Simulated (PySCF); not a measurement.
Start geometry of `[NH2][Fe][NH2]` (Fe(NH2)2) [quintet] from GFN2-xTB (Å):
```
atom  x, y, z in Å
Fe1    0.2767   -1.0936   -0.0605
N2     0.0494   -0.1358    1.5943
H3    -0.2081    0.8459    1.6639
H4     0.1531   -0.4524    2.5525
N5    -0.0245    0.0296   -1.5962
H6     0.0375   -0.2061   -2.5811
H7    -0.2841    1.0124   -1.5730
```

What comes out of this run: PBE0-D3(BJ)/def2-SVP geometry optimisation, gas phase (PySCF 2.14.0)?

```
atom  x, y, z in Å
Fe1    0.000    0.001    0.000
N2     0.049   -0.087    1.846
H3    -0.148    0.675    2.487
H4     0.274   -0.908    2.400
N5    -0.048    0.087   -1.845
H6     0.148   -0.675   -2.487
H7    -0.275    0.907   -2.400
```

The energy falls by 0.880 eV over 9 energy and gradient evaluations, the largest force component goes from 0.0555 to 1.7e-04 Eh/bohr, and the atoms move by 0.687 Å rms after alignment. Among the bonds, Fe1–N2 and Fe1–N5 change most and about equally (-0.078 to -0.077 Å). Bonds longer at the end by more than 0.005 Å: 0 of 6; shorter: 2. Among the angles that change most is N2–Fe1–N5, from 112.1° to 179.9°. Rotational constants go from 18190, 5608, 4287 to 186351, 4218, 4125 MHz. The orientation of the end geometry is arbitrary; only internal coordinates are fixed.

The run used 79 basis functions and 123 SCF cycles in all.

PBE0-D3(BJ)/def2-SVP frequencies: not computed here. ⟨S²⟩ = 6.010 (exact for a quintet: 6.00).

Caution for open-shell metal species: one SCF solution and one stationary point were followed, and a lower state or a bent or distorted shape isn't ruled out.
